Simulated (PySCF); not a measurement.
Atom-mapped SMILES (the numbers label the heavy atoms): `[CH3:1][c:2]1[cH:3][c:4]([CH:5]([CH3:6])[CH3:7])[cH:8][p-:9]1`. Hydrogens are named by the atom that carries them.

Geometry: PBE0-D3(BJ)/def2-SVP; GIAO absolute shieldings from PySCF 2.14, gas phase, non-relativistic, averaged over equivalent atoms.

At PBE0/pcSseg-1 (220 basis functions, 56 s wall time on 1 thread of an Arm Neoverse V1, shared host):
```json
{"atoms": "C2", "σ (ppm)": "41.1"}
{"atoms": "C4", "σ (ppm)": "45.2"}
{"atoms": "C8", "σ (ppm)": "61.4"}
{"atoms": "C3", "σ (ppm)": "64.4"}
{"atoms": "C5", "σ (ppm)": "149.6"}
{"atoms": "C6/C7", "σ (ppm)": "155.2"}
{"atoms": "C1", "σ (ppm)": "163.8"}
{"atoms": "P9", "σ (ppm)": "212.3"}
{"atoms": "H(C3)", "σ (ppm)": "24.86"}
{"atoms": "H(C8)", "σ (ppm)": "24.96"}
{"atoms": "H(C5)", "σ (ppm)": "28.71"}
{"atoms": "H(C1)", "σ (ppm)": "28.91"}
{"atoms": "H(C6)/H(C7)", "σ (ppm)": "30.19"}
```

Predict the values at KT2/pcSseg-1 on the same geometry.

## Answers


```
      atoms  σ at KT2/pcSseg-1  change
         C2               52.1   +11.0
         C4               52.3    +7.1
         C8               73.8   +12.4
         C3               72.2    +7.8
         C5              146.4    -3.2
      C6/C7              154.1    -1.1
         C1              162.4    -1.4
         P9              243.4   +31.1
      H(C3)              24.79   -0.07
      H(C8)              25.02   +0.06
      H(C5)              28.36   -0.35
      H(C1)              28.73   -0.18
H(C6)/H(C7)              30.06   -0.13
```

The largest change is at P9 (phosphorus bonded to 2 C, in a 5-membered ring). Cost: 220 basis functions, 63 s wall time on 1 thread of an Arm Neoverse V1, shared host. The order of the carbon signals changes between the two levels.
